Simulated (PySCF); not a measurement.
Delta-SCF ions had no search for a lower state. Excitations are Tamm–Dancoff values on a coarser integration grid. The basis has no diffuse functions, so Rydberg states are missing or too high.

Z-matrix (Å, degrees):
```
C
H 1 1.0956
C 1 1.5219 2 109.25
H 3 1.0904 1 111.43 2 56.78
H 3 1.0938 4 108.10 1 -121.56
H 3 1.0949 4 108.69 5 -116.74
C 1 1.5219 2 109.25 3 -123.06
H 7 1.0904 1 111.43 2 -56.78
H 7 1.0938 8 108.10 1 121.56
H 7 1.0949 8 108.69 9 116.74
S 1 1.8359 2 102.09 3 118.47
H 11 1.3454 1 95.94 2 -179.99
```
Charge 0, spin multiplicity 1.

Problem. Give the T1 excitation (TDA), dipole moment, HOMO, vertical ionisation energy (Delta-SCF), S1 oscillator strength, HOMO–LUMO gap, S1 excitation (TDA) and LUMO at the level r2SCAN-D4/def2-TZVP run with PySCF.

Solution. 
```yaml
T1 excitation (TDA): 5.12 eV
dipole_moment: 1.74 D
HOMO: -5.73 eV
vertical ionisation energy (Delta-SCF): 8.95 eV
S1 oscillator strength: 0.001
HOMO–LUMO gap: 5.65 eV
S1 excitation (TDA): 5.75 eV
LUMO: -0.07 eV
```
